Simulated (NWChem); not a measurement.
System: N₂H₃, doublet; SMILES [NH]N

NWChem input:

```
start job
memory heap 200 mb stack 900 mb global 1100 mb
geometry units angstroms noautosym nocenter noautoz
  N     -0.117564    -0.749411     0.004382
  N     -0.014151     0.582869    -0.062414
  H      0.836710    -1.109910    -0.044328
  H      0.833011     1.052962     0.228809
  H     -0.865213     1.070476     0.167715
end
basis spherical
  N library iglo-iii
  H library iglo-iii
end
dft
  odft
  mult 2
  xc xpbe96 cpbe96
  iterations 150
end
property
  hyperfine
end
task dft property
```

All runs use the structure optimised with PBE0-D3(BJ)/def2-TZVP, spin-unrestricted. No stability test was run on the SCF state.

Fermi-contact couplings, non-relativistic, static geometry.

Atoms are numbered as in the input.

Q: Give the results of this calculation. (PBE/IGLO-III, spin-unrestricted, contact and dipolar terms.) Quantities: A(iso) 14N atom 1 (MHz); A(iso) 14N atom 2 (MHz); A(iso) 1H atom 3 (MHz); A(iso) 1H atom 4 (MHz); A(iso) 1H atom 5 (MHz); <S²>.

A: The A(iso) 14N atom 1 (MHz) comes out as 16.5. The A(iso) 14N atom 2 (MHz) is 22.8, the A(iso) 1H atom 3 (MHz) is -34.3 and the A(iso) 1H atom 4 (MHz) comes out as 10.4. The A(iso) 1H atom 5 (MHz) comes out as -4.2 and the <S²> is 0.752.
